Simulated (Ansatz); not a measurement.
Consider the atomization: `N[SiH]N[SiH2]N`• → 8 H• + 3 N• + 2 Si•.

Gas-phase electronic energies from Ansatz, PBE0-D4/def2-TZVP geometries. CBS: MP2 limit from def2 TZ/QZ plus the TZ coupled-cluster correction, frozen cores. This one scheme is used for every species, atoms too. Functionals use def2-TZVPP. B3LYP here is the variant with VWN-RPA as its local correlation; programs differ in this. Open shells (•) are unrestricted, without spin–orbit coupling. Spin–orbit coupling would lower the free atoms: a little for Si. One conformer a species, not always the lowest.

```tsv
level	ΔE (kJ/mol)
PBE0-D4	4336.7
B3LYP	4340.7
```

(1) What does CCSD(T)/CBS give? (Best estimate.)

Largest T1 diagnostic among the species: 0.013.

## Answers

(1) The calculation gave: +4366.2 kJ/mol. The listed levels differ from it by -29.5, -25.5 kJ/mol.

In def2-TZVPP, CCSD(T) changes the Hartree–Fock value by +1201.8 kJ/mol (the triples alone add +62.0 kJ/mol) and MP2 by +1239.0 kJ/mol; breaking electron pairs costs correlation energy, which Hartree–Fock lacks. The D4 term adds +53.0 kJ/mol with B3LYP and +28.0 kJ/mol with PBE0; it sums over pairs of atoms, weighted by their polarisabilities, and B3LYP, whose exchange is more repulsive, gets the larger term.

For atomizations the MP2-based limit and the directly extrapolated one differ by several kJ/mol either way, and by 10 to 25 for some Ge, Se and Sn compounds, so smaller differences from it don't rank the levels.
